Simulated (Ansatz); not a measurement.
Start from `O[SiH2][SiH2]O[SiH3]` and change one atom or group to get `O[SiH2][SiH2]F`.

Ansatz, PBE0-D4/def2-TZVP geometries, multiplicity 1. Each molecule was computed in one conformer, which needn't be the lowest.

| property | `O[SiH2][SiH2]O[SiH3]` |
| --- | --- |
| HOMO energy (ωB97M-V/def2-TZVPP) / eV | -9.66 |
| HOMO–LUMO gap (PBE0/def2-TZVPP) / eV | 6.63 |
| LUMO energy (PBE0/def2-TZVPP) / eV | -0.94 |
| LUMO energy (B3LYP/def2-TZVPP) / eV | -1.11 |
| size of the dipole moment (PBE/def2-TZVPP) / D | 1.07 |
| size of the dipole moment (B3LYP/def2-TZVPP) / D | 1.09 |

Task: Give the same properties after the change, and the shifts. (An estimate is asked.)

Result: Computed: 
```csv
property,`O[SiH2][SiH2]F`,shift
HOMO energy (ωB97M-V/def2-TZVPP) / eV,-10.25,-0.59
HOMO–LUMO gap (PBE0/def2-TZVPP) / eV,7.17,0.54
LUMO energy (PBE0/def2-TZVPP) / eV,-1.01,-0.07
LUMO energy (B3LYP/def2-TZVPP) / eV,-1.21,-0.10
size of the dipole moment (PBE/def2-TZVPP) / D,2.08,1.01
size of the dipole moment (B3LYP/def2-TZVPP) / D,2.15,1.06
```

With PBE0 the HOMO falls by 0.62 eV and the LUMO falls by 0.07 eV, so the gap widens by about 0.55 eV. PBE moves the HOMO by -0.62 eV and ωB97M-V by -0.59 eV. Dipoles are sizes alone; their direction can turn.

B3LYP here is the variant with VWN-RPA as its local correlation; programs differ in this.
